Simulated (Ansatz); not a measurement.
These are PBE0-D4/def2-TZVP (Ansatz, an electronic-structure program) values and carry that method's errors. No frequencies were computed at this level.

Ansatz 0.2 input:
```yaml
crystal:
  periodic: [false, false, false]
  atoms:
    - { symbol: C, position_ang: [0.954086, -0.290427, 0.091513] }
    - { symbol: C, position_ang: [-0.284282, 0.48652, -0.051603] }
    - { symbol: O, position_ang: [-1.410394, -0.258759, -0.440468] }
    - { symbol: H, position_ang: [0.962879, -1.348218, -0.07988] }
    - { symbol: H, position_ang: [1.864227, 0.207264, 0.356969] }
    - { symbol: H, position_ang: [-0.17437, 1.273417, -0.815138] }
    - { symbol: H, position_ang: [-0.500871, 1.023184, 0.897668] }
    - { symbol: H, position_ang: [-1.411276, -1.092982, 0.040938] }
basis:
  gaussian: { orbitals: def2-tzvp }
hamiltonian:
  xc: pbe0
  dispersion: d4
relax:
  max_steps: 150
magnetization:
  spin_polarized: true
  initial_magnetization: 1
```

Output:

```
Functional definition: PBE0
731 factors; their error is unknown
mean field evaluation 1: about -4191.7929 eV, gradient 3.7e1 eV
mean field evaluation 2: about -4189.4719 eV, gradient 4.5e1 eV
mean field evaluation 4: about -4197.3547 eV, gradient 2.1e0 eV
mean field evaluation 8: about -4197.3738 eV, gradient 6.1e-2 eV
mean field evaluation 16: about -4197.3671 eV, gradient 6.6e-5 eV
mean field -4197.36707372 eV, -154.2503948816 hartree, gradient 6.6e-5 eV, S^2 0.755033; 0 other end points of the search recorded, 0 dependent functions left out
reference -4197.36710000 eV, -154.2503958474 hartree; 13, 12 occupied and 110, 111 virtual orbitals, 731 factors
relax step   1: F+E_penalty+E_count = -4197.43931648 eV  Δ(F+E_penalty+E_count) = +0.000e0 eV  max|allowed force component| = 3.925e-1 eV/Å  Δτ_max = 0.0000 Å  (29 SCF iters, accepted)
these checks for a lower state are left out or cut short: starts, cluster_reference, orbital_swaps, neighbouring_geometries, increment
731 factors; their error is unknown
mean field -4197.38276537 eV, -154.2509715391 hartree, gradient 1.6e-5 eV, S^2 0.755083; 0 other end points of the search recorded, 0 dependent functions left out
reference -4197.38279172 eV, -154.2509725073 hartree; 13, 12 occupied and 110, 111 virtual orbitals, 731 factors
relax step   2: F+E_penalty+E_count = -4197.45496938 eV  Δ(F+E_penalty+E_count) = -1.565e-2 eV  max|allowed force component| = 1.644e-1 eV/Å  Δτ_max = 0.0510 Å  (32 SCF iters, accepted)
these checks for a lower state are left out or cut short: starts, cluster_reference, orbital_swaps, neighbouring_geometries, increment
731 factors; their error is unknown
mean field -4197.38454629 eV, -154.2510369867 hartree, gradient 7.6e-5 eV, S^2 0.755162; 0 other end points of the search recorded, 0 dependent functions left out
reference -4197.38457235 eV, -154.2510379445 hartree; 13, 12 occupied and 110, 111 virtual orbitals, 731 factors
relax step   3: F+E_penalty+E_count = -4197.45669472 eV  Δ(F+E_penalty+E_count) = -1.725e-3 eV  max|allowed force component| = 8.116e-1 eV/Å  Δτ_max = 0.1763 Å  (30 SCF iters, accepted)
these checks for a lower state are left out or cut short: starts, cluster_reference, orbital_swaps, neighbouring_geometries, increment
731 factors; their error is unknown
mean field evaluation 32: about -4197.1754 eV, gradient 5.4e0 eV
mean field -4197.41371108 eV, -154.2521087731 hartree, gradient 8.4e-5 eV, S^2 0.754798; 0 other end points of the search recorded, 0 dependent functions left out
reference -4197.41373721 eV, -154.2521097333 hartree; 13, 12 occupied and 110, 111 virtual orbitals, 731 factors
relax step   4: F+E_penalty+E_count = -4197.48599710 eV  Δ(F+E_penalty+E_count) = -2.930e-2 eV  max|allowed force component| = 1.982e-1 eV/Å  Δτ_max = 0.2000 Å  (31 SCF iters, accepted)
these checks for a lower state are left out or cut short: starts, cluster_reference, orbital_swaps, neighbouring_geometries, increment
731 factors; their error is unknown
mean field -4197.41960503 eV, -154.2523253717 hartree, gradient 7.9e-6 eV, S^2 0.754990; 0 other end points of the search recorded, 0 dependent functions left out
reference -4197.41963109 eV, -154.2523263293 hartree; 13, 12 occupied and 110, 111 virtual orbitals, 731 factors
relax step   5: F+E_penalty+E_count = -4197.49178957 eV  Δ(F+E_penalty+E_count) = -5.792e-3 eV  max|allowed force component| = 1.557e-1 eV/Å  Δτ_max = 0.1012 Å  (32 SCF iters, accepted)
these checks for a lower state are left out or cut short: starts, cluster_reference, orbital_swaps, neighbouring_geometries, increment
731 factors; their error is unknown
mean field -4197.42037365 eV, -154.2523536180 hartree, gradient 1.1e-5 eV, S^2 0.754950; 0 other end points of the search recorded, 0 dependent functions left out
reference -4197.42039974 eV, -154.2523545768 hartree; 13, 12 occupied and 110, 111 virtual orbitals, 731 factors
relax step   6: F+E_penalty+E_count = -4197.49255701 eV  Δ(F+E_penalty+E_count) = -7.674e-4 eV  max|allowed force component| = 1.266e-1 eV/Å  Δτ_max = 0.0237 Å  (33 SCF iters, accepted)
these checks for a lower state are left out or cut short: starts, cluster_reference, orbital_swaps, neighbouring_geometries, increment
731 factors; their error is unknown
mean field -4197.42176492 eV, -154.2524047461 hartree, gradient 1.0e-5 eV, S^2 0.754932; 0 other end points of the search recorded, 0 dependent functions left out
reference -4197.42179097 eV, -154.2524057036 hartree; 13, 12 occupied and 110, 111 virtual orbitals, 731 factors
relax step   7: F+E_penalty+E_count = -4197.49393759 eV  Δ(F+E_penalty+E_count) = -1.381e-3 eV  max|allowed force component| = 1.861e-2 eV/Å  Δτ_max = 0.0212 Å  (32 SCF iters, accepted)
these checks for a lower state are left out or cut short: starts, cluster_reference, orbital_swaps, neighbouring_geometries, increment
731 factors; their error is unknown
mean field evaluation 64: about -4197.4218 eV, gradient 4.7e-3 eV
mean field -4197.42178431 eV, -154.2524054589 hartree, gradient 9.6e-6 eV, S^2 0.754933; 0 other end points of the search recorded, 0 dependent functions left out
reference -4197.42181037 eV, -154.2524064163 hartree; 13, 12 occupied and 110, 111 virtual orbitals, 731 factors
relax step   8: F+E_penalty+E_count = -4197.49396874 eV  Δ(F+E_penalty+E_count) = -3.116e-5 eV  max|allowed force component| = 5.574e-3 eV/Å  Δτ_max = 0.0030 Å  (33 SCF iters, accepted)
731 factors; their error is unknown
mean field -4197.42178431 eV, -154.2524054589 hartree, gradient 9.6e-6 eV, S^2 0.754933; 1 other end points of the search recorded, 0 dependent functions left out
reference -4197.42181037 eV, -154.2524064163 hartree; 13, 12 occupied and 110, 111 virtual orbitals, 731 factors
Total energy: -4197.49399480 eV, -154.2550591452 hartree
Atom 0 at     0.951932    -0.304806     0.106591 Å, force     0.002420    -0.000276     0.002722 eV/Å
Atom 1 at    -0.286445     0.476816    -0.084390 Å, force     0.000586    -0.005574     0.004583 eV/Å
Atom 2 at    -1.409670    -0.325662    -0.392145 Å, force    -0.002061     0.002093    -0.003269 eV/Å
Atom 3 at     1.126085    -1.184421    -0.501776 Å, force    -0.001328     0.001795     0.000102 eV/Å
Atom 4 at     1.757199     0.068751     0.726347 Å, force     0.001420    -0.000150    -0.000051 eV/Å
Atom 5 at    -0.186044     1.165470    -0.936015 Å, force    -0.002997     0.001267    -0.004528 eV/Å
Atom 6 at    -0.477401     1.108315     0.796246 Å, force     0.001462     0.000854     0.000722 eV/Å
Atom 7 at    -1.475659    -1.004463     0.285140 Å, force     0.000498    -0.000009    -0.000282 eV/Å
Dipole moment:     0.204762    -0.020945     0.240132 e Å
```

Cost: very roughly 50 core-seconds.
